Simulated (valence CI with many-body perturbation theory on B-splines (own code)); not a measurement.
# How close is CI+MBPT for Ta II?

Method: configuration interaction combined with many-body perturbation theory (CI+MBPT): four valence electrons over a frozen Dirac-Fock core [Xe] 4f14, radial functions for each j: 7 s, 7 p, 8 d, 6 f, 4 g, 1 h, with the one-electron correlation potential Σ1, the two-electron term Σ2, the three-electron term Σ3, Breit, model QED; selected CI, second order for the rest (own B-spline code, finite nucleus).

Against 13 measured levels this calculation errs by 283 cm⁻¹ on average and by 735 at most. These come from a selection out of the NIST Handbook of Basic Atomic Spectroscopic Data. Levels without a partner in it may be off by more, other configurations by 1,000 to 4,000 cm⁻¹. Among the levels kept, up to 520 cm⁻¹ of a level comes from second order outside the variational space, and about a tenth of that is noise between levels of different J, which matters for small intervals. 5 measured levels below the end of the list, from 37231 cm⁻¹ on, found no clear computed partner, and computed levels of the same name lie up to 15259 cm⁻¹ from them.

Measured levels: NIST Handbook of Basic Atomic Spectroscopic Data (Sansonetti and Martin, J. Phys. Chem. Ref. Data 34, 1559 (2005)). Pairs share parity and J, and are chosen by configuration, term and nearness in energy; levels without a clear partner are left out. Energies in cm⁻¹ above the measured ground level.

Names give the largest LS component (configuration and term), which can be under half, so a name can repeat, a term be missing and a line seem to break the LS rules; names also repeat where a configuration has a term twice. Letters in brackets count levels of one name in rising energy.

| Computed label | Label in the source | Measured | Computed | Difference |
| --- | --- | --- | --- | --- |
| 5d3 6s 5F_1 | 5d3(4F) 6s 5F | 0 | 0.0 | 0 |
| 5d3 6s 5F_2 | 5d3(4F) 6s 5F | 1031.4 | 1017.9 | -13 |
| 5d3 6s 5F_3 | 5d3(4F) 6s 5F | 2642.3 | 2581.3 | -61 |
| 5d2 6s2 3F_2 | 5d2 6s2 3F | 3180.0 | 3914.7 | +735 |
| 5d3 6s 3P_0 [a] | 5d2 6s2 3P | 4124.9 | 4418.3 | +293 |
| 5d3 6s 5F_4 | 5d3(4F) 6s 5F | 4415.8 | 4338.8 | -77 |
| 5d3 6s 3P_1 [a] | 5d2 6s2 3P | 5330.8 | 5664.0 | +333 |
| 5d3 6s 3P_2 [a] | 5d2 6s2 3P | 5657.9 | 6093.4 | +435 |
| 5d3 6s 5F_5 | 5d3(4F) 6s 5F | 6186.8 | 6118.8 | -68 |
| 5d2 6s2 3F_3 | 5d2 6s2 3F | 6831.3 | 7445.8 | +615 |
| 5d3 6s 3F_2 [a] | 5d3(4F) 6s 3F | 9690.5 | 9826.1 | +136 |
| 5d2 6s2 3F_4 | 5d2 6s2 3F | 9746.3 | 10260.9 | +515 |
| 5d4 5D_3 [a] | 5d3(4F) 6s 3F | 14581.1 | 14357.9 | -223 |
| 5d3 6s 3F_4 | 5d3(4F) 6s 3F | 18493.7 | 18322.7 | -171 |

Over 13 excited levels the mean absolute difference is 283 cm⁻¹, the median 223 and the largest 735. The comparison draws on a selection of the measured levels: 14 of the 203 computed ones have a partner in it, and others may be off by more.

These 5 measured levels below the end of the computed list are not counted above. Beside each stands the unpaired computed level of its name, or else the nearest of its J and parity; the gap is either an error of the method or a doubtful assignment.

```csv
Label in the source,J,Measured,Unpaired level,Computed
5d3(4F) 6s 3F,2,37231,5d3 6s 3F_2 [b],30461
5d3(4F) 6s 3F,2,38516,5d3 6s 3F_2 [b],30461
5d3(4F) 6s 3F,3,38962,5d3 6s 3F_3,23703
5d3(4F) 6s 3F,2,45447,5d3 6s 3F_2 [b],30461
5d3(4F) 6s 3F,4,47281,5d4 1G_4 [b],45269
```
